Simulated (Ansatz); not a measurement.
Ideal-gas functions of CHBrINSi, SMILES `Br[Si]1(I)C=N1` at 400 K and 1 bar, from an Ansatz frequency run at PBE0-D4/def2-TZVP.

Molar mass 261.92 g/mol, point group C1 (symmetry number 1), electronic degeneracy 1, moments of inertia 236.804, 741.181, 952.748 u Å². Harmonic wavenumbers (cm⁻¹, unscaled): 102, 166, 183, 242, 297, 479, 724, 839, 871, 1181, 1546, 3116.

Use S(trans) = R[1.5 ln M + 2.5 ln T − 1.1517]; rotational temperatures θ = 24.2544 K / I; S(rot) = R[ln(√π/σ · √(T³/θAθBθC)) + 1.5]; for each mode x = 1.438777 ν̃/T, S = R[x/(eˣ − 1) − ln(1 − e⁻ˣ)] and H = RT x/(eˣ − 1); 1 cm⁻¹ = 0.0119627 kJ/mol; R = 8.31446 J/(mol·K).

Task: By hand: the entropy, in J/(mol·K).

Result: Translation 184.4. Rotation: θ = 0.1024, 0.0327, 0.0255 K, giving 130.9. Vibration, mode by mode: 16.70, 12.72, 11.94, 9.73, 8.15, 4.75, 2.37, 1.71, 1.56, 0.63, 0.21, 0.00, in all 70.5. Electronic 0.0. Sum 385.8 J/(mol·K).

Task: By hand: H − E and G − E in kJ/mol, counted from the electronic energy.

Result: Zero-point energy ½ × 9746 × 0.0119627 = 58.3; thermal vibration 14.7; translation, rotation and pV give 4 RT = 13.3. H − E = 86.3 kJ/mol, and G − E = 86.3 − 400 × 385.8/1000 = -68.0 kJ/mol.

Vibration gives 18 % of the entropy, 16.7 J/(mol·K) of it from the mode under 150 cm⁻¹: soft modes count most, and the harmonic formula is weakest for them. The sum counts one conformer and one mirror image; others add a mixing term.
